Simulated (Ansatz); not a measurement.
Ansatz (a first-principles code) input for GaClBr2, SMILES [Cl][Ga]([Br])[Br], PBE/def2-SVPD. Geometry: B3LYP-D3(BJ)/def2-SVP.

Ansatz 0.2 input:
```yaml
crystal:
  periodic: [false, false, false]
  atoms:
    - {symbol: Ga, position_ang: [0.00000000, -0.00000000, 0.35793713]}
    - {symbol: Cl, position_ang: [0.00000000, -0.00000000, 2.49883361]}
    - {symbol: Br, position_ang: [0.00000000, 1.98248387, -0.76537460]}
    - {symbol: Br, position_ang: [0.00000000, -1.98248386, -0.76537460]}
basis:
  gaussian:
    orbitals: def2-SVPD
hamiltonian:
  xc: {name: PBE}
```

Program output:

```
WARN ansatz: RAYON_NUM_THREADS=1 ignored (pool sized by the plan → 1); use --threads N
Functional definition: PBE
integrals: 0.13 GiB planned
1569 factors; their error is unknown
mean field: 0.57 GiB planned
mean field evaluation 1: about -204934.7745 eV, gradient 3.5e1 eV
mean field evaluation 2: about -204930.5047 eV, gradient 6.1e1 eV
mean field evaluation 4: about -204936.6597 eV, gradient 2.1e0 eV
mean field evaluation 8: about -204936.6127 eV, gradient 3.6e-2 eV
mean field evaluation 16: about -204936.6127 eV, gradient 1.7e-5 eV
mean field -204936.61274345 eV, -7531.2816072963 hartree, gradient 1.7e-5 eV, S^2 0.000000; 0 other end points of the search recorded, 0 dependent functions left out
reference -204936.61279683 eV, -7531.2816092582 hartree; 59, 59 occupied and 88, 88 virtual orbitals, 1569 factors
Total energy: -204936.61279683 eV, -7531.2816092582 hartree
```

Self-consistency was reached.
